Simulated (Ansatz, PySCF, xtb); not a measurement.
Reaction R1 + R2 → P1 + P2, each structure at its B3LYP-D3(BJ)/def2-TZVP stationary point, reached from a drawn start (curvature not checked).
R1, H2O (SMILES O) (charge 0, multiplicity 1):
```csv
atom,x (Å),y (Å),z (Å)
O,0.0000,0.0000,0.3896
H,0.0000,0.7650,-0.1949
H,0.0000,-0.7650,-0.1949
```
R2: H5NSi (SMILES N[SiH3]), charge 0, multiplicity 1.
P1, H4OSi (SMILES O[SiH3]) (charge 0, multiplicity 1, Z-matrix in Å and degrees):
```
Si
O 1 1.6528
H 2 0.9599 1 118.60
H 1 1.4757 2 105.81 3 -179.76
H 1 1.4842 4 109.91 2 120.67
H 1 1.4842 4 109.91 5 118.67
```
P2, NH3 (SMILES N) (charge 0, multiplicity 1):
```xyz
4

N      0.0000     0.0000     0.2791
H      0.0000     0.9428    -0.0931
H      0.8165    -0.4714    -0.0931
H     -0.8165    -0.4714    -0.0931
```

P less R. No zero-point or thermal terms.

Correlated levels freeze the cores. CBS(a, b) extrapolates the correlation energy as X⁻³ and adds the Hartree–Fock energy of set b.

Run with Ansatz (Gaussian basis) for Hartree–Fock, density functionals and correlated methods; PySCF for the D3/D4 terms; xtb for the GFN methods. All values are computed, each at the level named.

The comparison value is -0.440 eV (CCSD(T)/CBS(cc-pV(T+d)Z, cc-pV(Q+d)Z)). It is a level with limits of its own, not the exact answer.

Question: Order these levels by how close they come to the comparison value for the reaction energy, closest first: BHLYP-D4/def2-TZVPP, PBE-D3(BJ)/def2-TZVPP, wB97M-V/def2-TZVPP, BHLYP/def2-TZVPP, GFN1-xTB. Give each level's value less the comparison value.

Answer: wB97M-V/def2-TZVPP (0.001 eV), BHLYP-D4/def2-TZVPP (-0.022 eV), PBE-D3(BJ)/def2-TZVPP (0.033 eV), BHLYP/def2-TZVPP (-0.040 eV), GFN1-xTB (-1.144 eV)

Ansatz is a quantum-chemistry and plane-wave program.
